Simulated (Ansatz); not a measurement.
`[SiH3][As]1C[SiH2]1` + `N=C(F)F` → `FC(F)=N[SiH3]` + `C1[SiH2][AsH]1` at 700 K and 1 bar (cleavage of the Si–As bond).

Computed with Ansatz on PBE0-D4/def2-TZVP structures; ΔE is electronic, products minus reactants. CCSD(T)/CBS adds triple-zeta CCSD(T) − MP2 to the extrapolated MP2 energy (def2 sets, frozen cores). For As outer-core shells are correlated without core-valence functions, which leaves a few kJ/mol of doubt a bond. Scalar relativity is left out up to krypton. Each species was taken in one conformer, which may not be the lowest.

```
              species  CCSD(T)/CBS energy (Eh)  H − E (kJ/mol)  S (J/(mol·K))
`[SiH3][As]1C[SiH2]1`              -2855.41741           265.8          483.1
            `N=C(F)F`               -292.91376           108.1          323.5
      `FC(F)=N[SiH3]`               -583.21240           173.5          425.0
     `C1[SiH2][AsH]1`              -2565.12158           193.1          386.9
```

H − E and S are ideal-gas, rigid-rotor, harmonic terms from PBE0-D4/def2-TZVP, for one conformer and one mirror image of each species. 1 Eh = 2625.50 kJ/mol, R = 8.31446 J/(mol·K).

Task: By hand: ΔE, ΔH, ΔS and ΔG.

Result: ΔE = (-583.21240) + (-2565.12158) − (-2855.41741) − (-292.91376) = -0.00281 Eh = -7.4 kJ/mol. Δ(H − E) = 173.5 + 193.1 − 265.8 − 108.1 = -7.3, so ΔH = -14.7 kJ/mol. ΔS = 425.0 + 386.9 − 483.1 − 323.5 = 5.3 J/(mol·K). ΔG = -14.7 − 700 × (5.3)/1000 = -18.4 kJ/mol.

Task: By hand: the equilibrium constant, and the temperature at which ΔG would vanish if ΔH and ΔS stayed fixed.

Result: log₁₀ K = −ΔG/(RT ln 10) = 1.4. ΔH and −TΔS have one sign here, so there is no such temperature. One of them is within its doubt of zero, so this could turn.

The number of gas molecules stays the same, so ΔS is small and ΔH decides. A doubt of 5 kJ/mol in ΔE shifts log₁₀ K by 0.4 here. Other conformers and mirror images would add mixing entropy, several J/(mol·K) or more a flexible species. These are equilibria of isolated gas molecules and say nothing of rates. Largest T1 diagnostic: 0.013 (customary marks: 0.02 for closed shells, 0.045 for open ones).
